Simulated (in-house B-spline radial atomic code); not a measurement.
## Removing the outer electron along the 80-electron series: Au⁻ to Bi³⁺

All numbers come from an all-electron radial atomic-structure program (B-spline basis), all electrons, at the radial basis limit: mean fields, RPA and GW scalar-relativistic (one-electron X2C; non-relativistic for the lightest neutral atoms and singly charged ions), without spin-orbit coupling, Breit or QED terms, open shells spin-polarised at highest spin; Brueckner, CI + MBPT and self-energy runs four-component with Breit and QED terms. References are NIST's ionisation energies and tabulated electron affinities.

Columns: (a) PBE0, difference of total energies; (b) minus the highest CAM-B3LYP level; (c) minus the highest LC-wPBE level; (d) minus the highest Hartree-Fock level; (e) Hartree-Fock, difference of total energies; (f) G0W0 on Hartree-Fock. Each gives computed minus reference, in eV; a star marks a semi-empirical reference. Species are left out where the tabulated value is theory, is uncertain by more than 0.12 eV, or (13 ions, such as In⁴⁺, Te⁴⁺ and Bi⁴⁺) lies off its series for all methods alike, which flatters the means a little.

```
species       configuration  reference (eV)    (a)    (b)    (c)    (d)    (e)    (f)
    Au⁻  [Xe] 4f14 5d10 6s2            2.31  -0.30  -1.18  -0.38  -1.15  -1.69  -0.20
     Hg  [Xe] 4f14 5d10 6s2           10.44  -0.29  -1.62  -0.67  -1.55  -1.95  -0.07
    Tl⁺  [Xe] 4f14 5d10 6s2           20.43  -0.25  -1.89  -0.86  -1.71  -2.08  +0.02
   Pb²⁺  [Xe] 4f14 5d10 6s2           31.94  -0.19  -2.10  -1.00  -1.82  -2.16  +0.10
   Bi³⁺  [Xe] 4f14 5d10 6s2    45.37 ± 0.06  -0.69  -2.85  -1.70  -2.47  -2.81  -0.41
```

Problem. How do the methods rank over these species?

Solution. Mean absolute differences: G0W0 on Hartree-Fock 0.16 eV; PBE0, difference of total energies 0.34 eV; minus the highest LC-wPBE level 0.92 eV; minus the highest Hartree-Fock level 1.74 eV; minus the highest CAM-B3LYP level 1.93 eV; Hartree-Fock, difference of total energies 2.14 eV. One-signed throughout: PBE0, difference of total energies (too low), minus the highest CAM-B3LYP level (too low), minus the highest LC-wPBE level (too low), minus the highest Hartree-Fock level (too low), Hartree-Fock, difference of total energies (too low). Hartree-Fock differences come too low by the correlation energy of the removed electron.
